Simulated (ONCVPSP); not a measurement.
Logarithmic derivatives: tungsten, ONCV

- Element: W (Z = 74)
- Generator: ONCVPSP 4.0.1
- Type: optimised norm-conserving Vanderbilt (ONCV)
- Functional: LDA (Perdew-Zunger)
- Relativity: fully relativistic
- Frozen core: [Kr] 4d10
- Valence charge: 28
- Reference configuration: 4f13.5 5s2 5p6 5d4.5 6s2
- Partial waves: 5s+6s: rc 2.05 bohr, ncon 4, nbas 8, qcut 7 1/bohr, 3 projectors, debl 2.3 Ha; 5p: rc 1.60 bohr, ncon 4, nbas 8, qcut 8.5 1/bohr, 3 projectors, debl 3.7 Ha; 5d: rc 2.75 bohr, ncon 4, nbas 9, qcut 5.6 1/bohr, 3 projectors, debl 1.6 Ha; 4f: rc 0.85 bohr, ncon 5, nbas 10, qcut 21.7 1/bohr, 2 projectors, debl 2.1 Ha
- Local potential: polynomial inside 0.80 bohr (lpopt 1, dvloc0 6 Ha)
- Core correction: Teter function, fcfact 5.25, rcfact 1.7

Open shells are filled in proportion to 2j + 1.

The phase is arctan(r·R′/R) of the radial function R(r), unwrapped; energies in Ha, scanned from -4 to 5 Ha. A pole is an energy at which the radial function vanishes at the test radius. The pseudo phase is shifted by a multiple of π to meet the all-electron one at the reference energy, and phase errors are pseudo minus all-electron; the curves can meet again beyond the range given. Levels narrower than the energy grid can be missing from the lists of poles.

| channel | radius (bohr) | reference energy (Ha) | poles, all-electron | poles, pseudo | unbroken range about the reference energy with phases within 0.05 rad | phase error 1 Ha above the reference energy (rad) |
| --- | --- | --- | --- | --- | --- | --- |
| s | 2.09 | -0.22 | -2.89, 3.01 | -2.89, 3.02 | the whole range | +0.000 |
| p3/2 | 1.62 | -1.54 | -0.33 | -0.33 | the whole range | -0.000 |
| p1/2 | 1.62 | -1.92 | -1.01 | -1.01 | the whole range | -0.000 |
| d5/2 | 2.80 | -0.18 | 0.05, 2.81 | 0.05, 2.81 | below 4.5 | -0.000 |
| d3/2 | 2.80 | -0.21 | -0.01, 2.74 | -0.01, 2.74 | below 4.5 | -0.000 |
| f7/2 | 0.86 | -1.35 | 0.67 | 0.67 | the whole range | -0.000 |
| f5/2 | 0.86 | -1.44 | 0.53 | 0.53 | the whole range | -0.000 |

Note: no bound ghost flagged; GHOST(+) flagged for s at 77.4 eV, d5/2 at 192.4 eV, p3/2 at 443.5 eV, p1/2 at 481.6 eV.

Phases in the s channel:

| E (Ha) | all-electron | pseudo |
| --- | --- | --- |
| -3.98 | 1.294 | 1.294 |
| -3.50 | 1.196 | 1.196 |
| -3.02 | -1.221 | -1.221 |
| -2.54 | -1.758 | -1.758 |
| -2.06 | -1.853 | -1.853 |
| -1.58 | -1.946 | -1.946 |
| -1.10 | -2.090 | -2.090 |
| -0.62 | -2.391 | -2.391 |
| -0.14 | -3.128 | -3.128 |
| 0.34 | -3.970 | -3.970 |
| 0.82 | -4.334 | -4.334 |
| 1.30 | -4.495 | -4.495 |
| 1.78 | -4.585 | -4.585 |
| 2.26 | -4.645 | -4.645 |
| 2.74 | -4.690 | -4.690 |
| 3.22 | -4.729 | -4.728 |
| 3.70 | -4.765 | -4.765 |
| 4.18 | -4.805 | -4.805 |
| 4.66 | -4.853 | -4.853 |
